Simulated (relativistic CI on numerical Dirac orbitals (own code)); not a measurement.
## Spin-allowed bands of a d2 ion in an octahedral site, by hand

Problem. Take Δ = 22500 cm⁻¹ and B = 460 cm⁻¹ for a d2 ion in an octahedral site. Calculate the three spin-allowed bands.

Working.
1. The terms of highest spin are 3F (energy 0) and 3P (15B = 6900 cm⁻¹). Here the F term splits into A2 at +1.2Δ = 27000, T2 at +0.2Δ = 4500 and T1 at −0.6Δ = -13500 cm⁻¹.
2. The two T1 states mix through the element 0.4Δ: H = [[-13500, 9000], [9000, 6900]], with roots ½(H₁₁ + H₂₂) ∓ ½√[(H₂₂ − H₁₁)² + 4H₁₂²] = ½(-6600) ∓ ½(27206) = -16903 and 10303 cm⁻¹.
3. The ground term is 3T1 at -16903 cm⁻¹.
4. Bands: 3T2 21403 cm⁻¹ (467 nm), 3T1(P) 27206 cm⁻¹ (368 nm), 3A2 43903 cm⁻¹ (228 nm).

Check. Exact diagonalisation of the whole d2 shell with these parameters gives 3T2 21403, 3T1 27206, 3A2 43903 cm⁻¹. The match is exact, since without spin-orbit coupling no other term has this spin. The ratio of the second band to the first, 1.271, depends on Δ/B = 48.9 alone, which is how a Tanabe-Sugano diagram is read.
